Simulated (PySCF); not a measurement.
3-phenylfuran, C10H8O.
SMILES with atom numbers: `[cH:1]1[cH:2][cH:3][c:4](-[c:5]2[cH:6][cH:7][o:8][cH:9]2)[cH:10][cH:11]1`

Probes without a nucleus sit at each ring's centroid and 1 Å off its mean plane on both sides; NICS is minus the shielding there, NICSzz its component along the normal. Level: GIAO KT3/pcSseg-2 (PySCF, non-relativistic, gas phase) on the PBE0-D3(BJ)/def2-SVP geometry, one conformer.

Ring bond lengths (Å): C1–C2 1.395, C2–C3 1.391, C3–C4 1.404, C4–C10 1.403, C10–C11 1.392, C11–C1 1.394; C5–C6 1.438, C6–C7 1.361, C7–O8 1.348, O8–C9 1.346, C9–C5 1.371.

Q: What do the NICS probes read (ppm)?

A: 
```csv
ring,type,NICS(0),"NICS(1), two faces","NICS(1)zz, two faces",rms pucker (Å),"centre to ring atoms, mean (Å)"
C1–C2–C3–C4–C10–C11,6-membered carbocycle; formal bonds all aromatic,-7.4,-8.8 / -8.9,-25.2 / -25.6,0.00,1.40
C5–C6–C7–O8–C9,5-membered ring with O; formal bonds all aromatic,-10.8,-8.3 / -8.2,-24.2 / -24.2,0.00,1.17
```

Q: What can be read from them?

A: 
- C1–C2–C3–C4–C10–C11: mean NICS(1)zz -25.4 ppm, shielded. The ring is flat and has no four-coordinate atom; by the NICS criterion it is aromatic.
- C5–C6–C7–O8–C9: mean NICS(1)zz -24.2 ppm, shielded, aromatic by this magnetic criterion (flat ring, no four-coordinate atom).

Q: What does the geometric index give? Use HOMA with the parameters of Krygowski (1993).

A: 
- C1–C2–C3–C4–C10–C11: HOMA 0.98 = 1 − EN − GEO, with mean bond length 1.396 Å, EN = α(Ropt − mean)² = 0.018 and GEO = α × variance = 0.006. The geometric and the magnetic index point the same way.
- C5–C6–C7–O8–C9: HOMA 0.39; the largest term is that of C7–O8, α(R − Ropt)² = 1.09.

Q: How do the values depend on the level or the medium?

A: 
| level | NICS(0), C1–C2–C3–C4–C10–C11 | mean NICS(1)zz, C1–C2–C3–C4–C10–C11 | NICS(0), C5–C6–C7–O8–C9 | mean NICS(1)zz, C5–C6–C7–O8–C9 |
| --- | --- | --- | --- | --- |
| KT3/pcSseg-2, gas | -7.4 | -25.4 | -10.8 | -24.2 |
| PBE0/pcSseg-1, gas | -7.9 | -26.7 | -11.2 | -24.3 |

The geometry is the same throughout.

Hardware: 2 threads of an Intel Xeon Platinum 8259CL at 2.50 GHz, no GPU, shared host. Cost: 2.9 min wall, 6.0 min CPU, 2.7 GiB resident at most. This is the whole shielding run at KT3/pcSseg-2, SCF included.

Shape of the structure used: `[cH:1]1[cH:2][cH:3][c:4](-[c:5]2[cH:6][cH:7][o:8][cH:9]2)[cH:10][cH:11]1`: C3–C4–C5–C6 153°.
